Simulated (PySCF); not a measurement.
## Threshold energies of AlBr in a plasma

PBE0 in PySCF with def2-TZVPPD on every atom, for the lowest determinant that a PBE0 search found; no spin–orbit coupling.

| species | state (unpaired electrons) | Re (Å) | ωe (cm⁻¹) | energy of the minimum from the neutral (eV) | De (eV) | dissociates to |
| --- | --- | --- | --- | --- | --- | --- |
| AlBr | singlet (closed shell) | 2.319 | 370 | 0.00 | 4.61 | Al + Br |
| AlBr⁺ | doublet (σ ↑) | 2.181 | 464 | 8.94 | 1.75 | Al⁺ + Br |
| AlBr⁻ | doublet (π ↑) | 2.510 | 249 | -0.30 | 1.45 | Al + Br⁻ |

Task: Work out the lowest energy to break AlBr into atoms, from its vibrational ground state.

Result: D0 = De − ωe/2 = 4.61 − 0.02 = 4.59 eV (PBE0/def2-TZVPPD).

Task: Work out the ionisation energy of the Al atom at this level and the threshold of dissociative ionisation.

Result: IE(Al) = 8.94 + 1.75 − 4.61 = 6.08 eV, so Al⁺ + Br + e⁻ appears at D0 + IE(Al) = 10.67 eV (PBE0/def2-TZVPPD). The measured IE(Al) is 5.986 eV (NIST ASD).

Task: Work out the electron affinity of the Br atom and the threshold of dissociative attachment.

Result: EA(Br) = 4.61 − 1.45 − (-0.30) = 3.46 eV, so Al + Br⁻ needs D0 − EA(Br) = 1.13 eV (PBE0/def2-TZVPPD). The measured EA(Br) is 3.364 eV.

Task: At which energy does ion-pair formation open?

Result: Al⁺ + Br⁻ lies at D0 + IE(Al) − EA(Br) = 7.21 eV (PBE0/def2-TZVPPD).

These are thermodynamic thresholds; the onsets seen under electron impact lie higher where the geometry changes, and cross-sections peak well above them.

For an ion De counts to the pair picked by the measured ionisation energies or electron affinities, which need not be the lowest pair at this level. The highest Kohn–Sham level is positive in this anion. Much of that is self-interaction error, but it also means that the finite basis helps to hold the extra electron. States were picked by a PBE0 search and need not be the measured ground states.
